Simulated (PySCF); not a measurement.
Species: C6H5O2 (charge -1).
Bonds: C1–C2 (double), C2–C3, C2–C4, C4–C5 (triple), C5–C6, C6–O7 (double), C6–O8. Hydrogens: H9, H10 on C1; H11, H12, H13 on C3.

Computed geometry: GFN2-xTB, gas phase.

Problem. What internal coordinates does the optimisation give?

Solution. 
| bond | length (bohr) |
| --- | --- |
| C1=C2 | 2.521 |
| C2–C3 | 2.843 |
| C2–C4 | 2.674 |
| C4≡C5 | 2.288 |
| C5–C6 | 2.868 |
| C6=O7 | 2.330 |
| C6–O8 | 2.343 |
| C1–H9 | 2.035 |
| C1–H10 | 2.041 |
| C3–H11, C3–H12, C3–H13 | 2.060 |

Bonds in one row agree within 0.02 bohr and their mean is given. A selection of angles:
| angle | degrees |
| --- | --- |
| C2–C1–H9 | 121.5 |
| C2–C1–H10 | 121.8 |
| H9–C1–H10 | 116.7 |
| C1–C2–C3 | 122.3 |
| C1–C2–C4 | 122.5 |
| C3–C2–C4 | 115.2 |
| C2–C3–H11 | 111.1 |
| C2–C3–H12 | 110.0 |
| H11–C3–H12 | 109.1 |
| H12–C3–H13 | 107.5 |
| C2–C4–C5 | 177.4 |
| C4–C5–C6 | 169.8 |
| C5–C6–O7 | 117.2 |
| C5–C6–O8 | 111.5 |
| O7–C6–O8 | 131.3 |

Of the pairs four or more bonds apart, H10···H11 is among the closest relative to their van der Waals radii: 2.39 Å, 100 % of the sum of Bondi's values. C2 (fully substituted alkene carbon) is planar (angles 122.5°, 122.3° and 115.2°, sum 360.0°, 0.00 Å off the plane of its three neighbours). C1 (terminal =CH2 carbon) is planar (angles 121.8°, 121.5° and 116.7°, sum 360.0°, 0.00 Å off the plane of its three neighbours). C6 (carboxylate carbon) is planar (angles 131.3°, 117.2° and 111.5°, sum 360.0°, 0.00 Å off the plane of its three neighbours). C5 (alkyne carbon) is bent (angle 169.8°). The C–C distances run from 1.211 Å (C4≡C5, drawn triple) to 1.518 Å (C5–C6, drawn single), a spread of 0.307 Å.

Point group: near Cs, missed by 0.38 Å at most; the miss may be what the optimiser left on a soft mode. Whether it is a minimum is left open (no frequencies).
